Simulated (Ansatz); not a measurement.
Input for Ansatz (an electronic-structure program): R-SVWN5/def2-TZVPP on AlH3 (SMILES [AlH3]).

Ansatz 0.2 input:
```yaml
crystal:
  periodic: [false, false, false]
  atoms:
    - {symbol: Al, position_ang: [0.00005087, -0.00001244, 0.00061475]}
    - {symbol: H, position_ang: [1.58039078, -0.00967625, -0.00942539]}
    - {symbol: H, position_ang: [-0.78179417, 1.37347475, -0.00179462]}
    - {symbol: H, position_ang: [-0.79854748, -1.36378606, 0.01070525]}
basis:
  gaussian:
    orbitals: def2-TZVPP
hamiltonian:
  xc: {name: SVWN5}
scf: {lower_state_search: off}
```

The log:

```
WARN ansatz: RAYON_NUM_THREADS=1 ignored (pool sized by the plan → 1); use --threads N
Functional definition: SVWN5
these checks for a lower state are left out or cut short: stability, starts, cluster_reference, orbital_swaps, neighbouring_geometries, increment
integrals: 0.01 GiB planned
446 factors; their error is unknown
mean field: 0.15 GiB planned
mean field evaluation 1: about -6614.2004 eV, gradient 1.6e1 eV
mean field evaluation 2: about -6615.0134 eV, gradient 7.6e0 eV
mean field evaluation 4: about -6615.2324 eV, gradient 8.2e-2 eV
mean field evaluation 8: about -6615.2277 eV, gradient 1.4e-4 eV
mean field -6615.22766180 eV, -243.1051326088 hartree, gradient 1.8e-6 eV, S^2 0.000000; 0 other end points of the search recorded, 0 dependent functions left out
reference -6615.22769946 eV, -243.1051339929 hartree; 8, 8 occupied and 76, 76 virtual orbitals, 446 factors
Total energy: -6615.22769946 eV, -243.1051339929 hartree
Checks for a lower state left out: stability, starts, cluster_reference, orbital_swaps, neighbouring_geometries, increment
```

The run converged.

Cost: roughly 0.4 core-seconds.
